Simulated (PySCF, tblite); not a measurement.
Species: C₆H₉FO.
Z-matrix (Å and degrees, GFN2-xTB geometry), rows numbered from 1:
```
C 
C   1  1.5303
C   2  1.5010  1  112.35
C   3  1.3201  2  110.05  1  -117.55
C   4  1.5011  3  109.49  2    -2.32
C   5  1.5372  4  112.47  3  -117.97
F   6  1.3707  5  110.04  4   -73.42
O   5  1.4169  4  105.33  3     1.14
H   1  1.0860  2  109.53  3   173.18
H   1  1.0872  2  109.94  3    53.72
H   1  1.0865  2  110.00  3   -66.67
H   2  1.1012  1  109.06  3   124.31
H   3  1.0733  2  121.79  1    60.81
H   4  1.0732  3  128.98  2   179.14
H   5  1.1014  4  111.97  3   120.52
H   6  1.0941  5  111.24  4    45.50
H   6  1.0934  5  110.05  4   168.09
```

Level of theory: B3LYP/def2-SVPD in PySCF (dipole) on a GFN2-xTB geometry, gas phase.

Take the most abundant isotopes and a rigid rotor. The values belong to one conformer with, in the numbering `[CH3:1][C@@H:2]1[CH:3]=[CH:4][C@@H:5]([CH2:6][F:7])[O:8]1`, C4–C5–C6–F7 -73°.

(1) Give the principal moments of inertia and the rotational constants in MHz.

(2) Classify the top.

(3) What does the inertial defect say?

(4) Give the other two planar moments, Paa and Pbb, and the rms extents of the mass along the axes.

(5) Which lines would a microwave search look for?

(6) Estimate the classical rotational partition function at 25 K, 100 K and 500 K.

Answers

(1) Ia = 92.39, Ib = 417.59, Ic = 470.26 u·Å²; 505379 MHz·u·Å²/I gives A = 5470, B = 1210, C = 1075 MHz.

(2) A near-prolate asymmetric top: κ = (2 × 1210 − 5470 − 1075)/(5470 − 1075) = -0.94.

(3) Not planar: Δ = Ic − Ia − Ib = -39.72 u·Å². For a rigid frame Δ = −2 Σ m c², so Σ m c² = 19.86 u·Å² lies off the ab plane: 9.41 from hydrogen and 10.45 from heavier atoms. The atom farthest from that plane is 1.52 Å away.

(4) Paa = Σ m a² = (Ib + Ic − Ia)/2 = 397.73 and Pbb = Σ m b² = (Ia + Ic − Ib)/2 = 72.53 u·Å². With the mass M = 116.06 u, the rms extents √(P/M) along a, b and c are 1.85, 0.79, 0.41 Å.

(5) The dipole components are |μa| = 1.79 D, |μb| = 0.89 D, |μc| = 0.60 D. The squared components, which scale the intensities, stand as 1.00 : 0.24 : 0.11 (a : b : c). Some lines, for components of 0.1 D or more:

```
type  branch         J(Ka,Kc)    MHz  lower level (cm⁻¹)
   a       Q  3(1,2) ← 3(1,3)    813               0.588
   c       Q  2(1,2) ← 2(0,2)   4127               0.229
   b       Q  1(1,0) ← 1(0,1)   4395               0.076
   b       R  1(1,1) ← 0(0,0)   6545               0.000
   a       R  4(2,2) ← 3(2,1)   9169               1.035
   a       R  5(4,2) ← 4(4,1)  11432               3.072
   c       Q  4(2,3) ← 4(1,3)  12311               0.929
   b       Q  4(2,2) ← 4(1,3)  12359               0.929
   b       Q  3(2,2) ← 3(1,3)  13392               0.588
   b       Q  5(2,4) ← 5(1,5)  14012               1.253
   c       R  5(1,4) ← 4(0,4)  16794               0.761
   b       R  2(2,1) ← 1(1,0)  17485               0.223
   b       Q  5(3,2) ← 5(2,3)  21557               1.724
   b       Q  5(3,3) ← 5(2,4)  21666               1.720
   c       R  5(2,3) ← 4(1,3)  23840               0.929
   b       Q  5(4,1) ← 5(3,2)  30283               2.443
   b       Q  5(4,2) ← 5(3,3)  30284               2.443
   b       Q  4(4,0) ← 4(3,1)  30287               2.062
   b       R  5(3,2) ← 4(2,3)  33085               1.340
   c       Q  5(5,1) ← 5(4,1)  38942               3.453
   b       R  4(4,0) ← 3(3,1)  39434               1.757
   b       R  5(5,0) ← 4(4,1)  50374               3.072
```

(6) Point group C1, symmetry number σ = 1; q = (√π/σ)·√((kT/h)³/(ABC)), k/h = 20836.6 MHz/K: 7900 at 25 K, 63200 at 100 K, 707000 at 500 K.

Its GFN2-xTB frequencies are all real (lowest 44 cm⁻¹). Zero-point vibration and centrifugal distortion are left out. A rigid rotor knows nothing of internal rotation, which can split or shift real lines.
